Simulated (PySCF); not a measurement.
# Potential energy of BeF⁺ along the bond

Set-up: Be cc-pVDZ, F cc-pVDZ; no relativity (PySCF 2.14). Energies in eV from Be⁺ + F in their ground configurations at the same level. State: ¹Σ⁺ (singlet), closed shell.

All columns are BLYP. A positive dipole points towards F; it is taken about the centre of mass and depends on that origin.

```tsv
R (Å)	E (eV)	μ (D)	Mulliken charge on Be (basis-dependent)	HOMO (eV)	LUMO (eV)	Mayer bond order	⟨S²⟩
1.174	-4.851	-6.62	0.95	-18.69	-12.26	1.76	0.00
1.228	-5.463	-6.91	0.97	-18.20	-12.30	1.73	0.00
1.283	-5.818	-7.19	0.99	-17.74	-12.34	1.69	0.00
1.324	-5.954	-7.40	1.01	-17.42	-12.38	1.66	0.00
1.365	-6.003	-7.60	1.02	-17.10	-12.43	1.64	0.00
1.406	-5.982	-7.80	1.04	-16.81	-12.49	1.61	0.00
1.461	-5.866	-8.06	1.06	-16.44	-12.59	1.58	0.00
1.529	-5.619	-8.38	1.08	-16.01	-12.69	1.54	0.00
1.611	-5.223	-8.74	1.10	-15.55	-12.81	1.49	0.00
1.720	-4.602	-9.18	1.12	-15.03	-12.95	1.44	0.00
```

A fit through these points gives, at Re = 1.372 Å, μ = -7.63 D and dμ/dR = -4.93 D/Å; the reduced mass is 6.113 u.

Problem. How strong is the fundamental in the double-harmonic approximation, I = 42.26·(dμ/dR)²/μred km/mol?

Solution. I = 42.26·(-4.93)²/6.113 = 168 km/mol at BLYP.

For an ion De counts to the pair picked by the measured ionisation energies or electron affinities, which need not be the lowest pair at this level.
